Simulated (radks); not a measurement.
The numbers below are computed, except where a source is named.
How relativity changes the ionisation of the lithium ion Li+ ([He]) to Li2+ (1s1). Spin-unpolarised spherical Kohn-Sham, PBE, point nucleus unless stated (finite: rms radius 2.444 fm), a radial shooting solver on a logarithmic mesh with Libxc functionals. A level marked "c x" has the speed of light scaled by that factor.

non-rel.: E(Li+) (hartree) -7.25675; E(Li2+) (hartree) -4.34405; IE (eV) 79.259; HOMO 1s; <r> HOMO (bohr) 0.5790
scalar-rel.: E(Li+) (hartree) -7.25756; E(Li2+) (hartree) -4.34457; IE (eV) 79.266; HOMO 1s; <r> HOMO (bohr) 0.5789
scalar-rel., finite nucleus: E(Li+) (hartree) -7.25756; E(Li2+) (hartree) -4.34457; IE (eV) 79.266; HOMO 1s; <r> HOMO (bohr) 0.5789
Dirac: E(Li+) (hartree) -7.25756; E(Li2+) (hartree) -4.34457; IE (eV) 79.266; HOMO 1s1/2; <r> HOMO (bohr) 0.5789
Dirac, finite nucleus: E(Li+) (hartree) -7.25756; E(Li2+) (hartree) -4.34457; IE (eV) 79.266; HOMO 1s1/2; <r> HOMO (bohr) 0.5789
Dirac, c x 0.75: E(Li+) (hartree) -7.25819; E(Li2+) (hartree) -4.34498; IE (eV) 79.272; HOMO 1s1/2; <r> HOMO (bohr) 0.5788
Dirac, c x 5: E(Li+) (hartree) -7.25678; E(Li2+) (hartree) -4.34407; IE (eV) 79.259; HOMO 1s1/2; <r> HOMO (bohr) 0.5790
Dirac, c x 10: E(Li+) (hartree) -7.25676; E(Li2+) (hartree) -4.34406; IE (eV) 79.259; HOMO 1s1/2; <r> HOMO (bohr) 0.5790

NIST Atomic Spectra Database: 75.640 eV (theoretical). The relativistic part of the total energy of Li+ is -0.0008093 hartree (Dirac, finite nucleus), 0.011 % of the non-relativistic value. Spin polarisation and multiplet splitting of open shells are left out at every level.

Beside tabulated values, note that spin-unpolarised runs miss the spin-polarisation part of the exchange energy of open shells.
